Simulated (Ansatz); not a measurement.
`O[Si](O)(Cl)Cl` + H–F → `O[Si](F)(Cl)Cl` + H₂O at 500 K and 1 bar (ligand exchange at the Si–O bond).

Computed with Ansatz on PBE0-D4/def2-TZVP structures; ΔE is electronic, products minus reactants. CBS: MP2 limit from def2 TZ/QZ plus the TZ coupled-cluster correction, frozen cores. This one scheme is used for every species. One conformer a species, not always the lowest.

| species | CCSD(T)/CBS energy (Eh) | H − E (kJ/mol) | S (J/(mol·K)) |
| --- | --- | --- | --- |
| `O[Si](O)(Cl)Cl` | -1360.40718 | 128.8 | 407.9 |
| H–F | -100.39570 | 39.4 | 188.7 |
| `O[Si](F)(Cl)Cl` | -1384.43664 | 95.1 | 392.9 |
| H₂O | -76.37941 | 73.2 | 206.3 |

H − E and S are ideal-gas, rigid-rotor, harmonic terms from PBE0-D4/def2-TZVP, for one conformer and one mirror image of each species. 1 Eh = 2625.50 kJ/mol, R = 8.31446 J/(mol·K).

Task: By hand: ΔE, ΔH, ΔS and ΔG.

Result: ΔE = (-1384.43664) + (-76.37941) − (-1360.40718) − (-100.39570) = -0.01317 Eh = -34.6 kJ/mol. Δ(H − E) = 95.1 + 73.2 − 128.8 − 39.4 = 0.1, so ΔH = -34.5 kJ/mol. ΔS = 392.9 + 206.3 − 407.9 − 188.7 = 2.6 J/(mol·K). ΔG = -34.5 − 500 × (2.6)/1000 = -35.8 kJ/mol.

Task: By hand: the equilibrium constant, and the temperature at which ΔG would vanish if ΔH and ΔS stayed fixed.

Result: log₁₀ K = −ΔG/(RT ln 10) = 3.7. ΔH and −TΔS have one sign here, so there is no such temperature.

The number of gas molecules stays the same, so ΔS is small and ΔH decides. A doubt of 5 kJ/mol in ΔE shifts log₁₀ K by 0.5 here. Other conformers and mirror images would add mixing entropy, several J/(mol·K) or more a flexible species. These are equilibria of isolated gas molecules and say nothing of rates. Largest T1 diagnostic: 0.010 (customary marks: 0.02 for closed shells, 0.045 for open ones).

ΔS is within the doubt of such terms, so its sign, and with it that verdict, could turn.
